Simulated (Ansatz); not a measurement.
System: C₅H₁₀N (charge 0, doublet). It need not be the lowest isomer of its formula. SMILES: N[C]1CCCC1
Geometry from a B3LYP-D3(BJ)/def2-TZVP (Ansatz, a quantum-chemistry and plane-wave program) optimisation:
```xyz
16

C     -1.5889     0.1863     0.4213
C     -1.1903    -1.0659    -0.3769
C      0.3397    -1.1787    -0.1998
C      0.7619     0.2156     0.1565
C     -0.4071     1.1442     0.2078
N      2.0349     0.6831    -0.1799
H     -1.6761    -0.0581     1.4831
H     -2.5426     0.6062     0.0992
H     -1.7252    -1.9611    -0.0576
H     -1.4209    -0.9086    -1.4335
H      0.8287    -1.5386    -1.1148
H      0.5952    -1.9019     0.5871
H     -0.3285     1.9032     0.9940
H     -0.5268     1.6932    -0.7430
H      2.2828     1.5658     0.2457
H      2.7767     0.0087    -0.0534
```
Charge 0, spin multiplicity 2.

Computed values are from Ansatz. Cores are frozen in the correlated levels unless marked. Open shells are spin-unrestricted. No spin-orbit coupling. Non-relativistic. CBS marks a two-point X^-3 extrapolation of the correlation energy; Hartree-Fock from the larger set. The bracket is a focal-point correction in the basis named.

What is the atomisation energy De at RI-MP2/CBS(cc-pVTZ,cc-pVQZ)+[CCSD(T)-MP2]/cc-pVTZ?

6416.3 kJ/mol.

What is the dipole moment at CCSD(T)/aug-cc-pVDZ?

0.87 D.

What is the total energy at RI-MP2/CBS(cc-pVTZ,cc-pVQZ)+[CCSD(T)-MP2]/cc-pVTZ?

-250.9316 Eh.

What is the T1 diagnostic at CCSD/cc-pVTZ?

0.013.
